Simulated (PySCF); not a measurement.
Compound: ethyl methacrylate, C6H10O2.
Atom-mapped SMILES: `[CH2:1]=[C:2]([CH3:3])[C:4](=[O:5])[O:6][CH2:7][CH3:8]` (hydrogens: H9, H10 on C1; H11, H12, H13 on C3; H14, H15 on C7; H16, H17, H18 on C8)

Structure used (PBE0-D3(BJ)/def2-SVP), in Å, numbered top down from 1:
```xyz
18
C6H10O2 angstrom
C      1.8039    1.1599    0.6480
C      1.6466    0.0791   -0.1271
C      2.7598   -0.6261   -0.8341
C      0.2970   -0.5221   -0.3374
O      0.1111   -1.5142   -0.9992
O     -0.6880    0.1398    0.2776
C     -2.0010   -0.3851    0.1090
C     -2.9623    0.5239    0.8295
H      2.7921    1.5996    0.8072
H      0.9487    1.6266    1.1393
H      2.8284   -1.6737   -0.5026
H      3.7226   -0.1298   -0.6540
H      2.5713   -0.6617   -1.9181
H     -2.0301   -1.4135    0.5049
H     -2.2242   -0.4561   -0.9676
H     -2.9246    1.5423    0.4157
H     -2.7234    0.5791    1.9018
H     -3.9898    0.1465    0.7245
```

Jobs on this species (18 atoms, 62 electrons) with PySCF (density fitting). Hardware of each: Arm Neoverse V1, one thread, on a shared host. Other jobs ran on the host; a repeat could differ by tens of per cent or more.

**Question.** Rank these jobs by wall time, shortest first.
A. PBE0-D3(BJ)/def2-SVP, grid level 1; geometry optimisation from a GFN2-xTB start; 162 basis functions
B. CAM-B3LYP/def2-SVPD; 10 singlets by full TDDFT, 4 Tamm–Dancoff triplets, polarisability, ΔSCF ions; 246 basis functions
C. PBE0/6-31G*; 10 singlets by full TDDFT, 4 Tamm–Dancoff triplets, polarisability; 132 basis functions

**Answer.** C (22 s), A (1.8 min), B (6.3 min).

All jobs:

```csv
level and settings,work,basis functions,SCF cycles,wall time
PBE0/6-31G*,"10 singlets by full TDDFT, 4 Tamm–Dancoff triplets, polarisability",132,14,22 s
PBE0/def2-SVP,"10 singlets by full TDDFT, 4 Tamm–Dancoff triplets, polarisability",162,14,30 s
PBE0/aug-cc-pVDZ,"10 singlets by full TDDFT, 4 Tamm–Dancoff triplets, polarisability",274,14,86 s
B3LYP/pcJ-1,"spin–spin couplings from 16 perturbed nuclei, spin–dipole term left out",316,15,93 s
"delta-SCF UKS SCAN, pcX-2 on the ionised atom, pcseg-1 elsewhere, spin-free X2C","ΔSCF core ionisation, 8 holes",193,158,1.7 min
"PBE0-D3(BJ)/def2-SVP, grid level 1",geometry optimisation from a GFN2-xTB start,162,67,1.8 min
wB97X-D/def2-SVPD,"10 singlets by full TDDFT, 4 Tamm–Dancoff triplets, polarisability, ΔSCF ions",246,14,5.4 min
B3LYP/def2-SVPD,"10 singlets by full TDDFT, 4 Tamm–Dancoff triplets, polarisability, ΔSCF ions",246,14,5.4 min
CAM-B3LYP/def2-SVPD,"10 singlets by full TDDFT, 4 Tamm–Dancoff triplets, polarisability, ΔSCF ions",246,14,6.3 min
```

**Question.** What do all jobs in the table cost together?

**Answer.** About 24 min; the longest takes about 26 % of that, and about 17 times as long as the shortest.
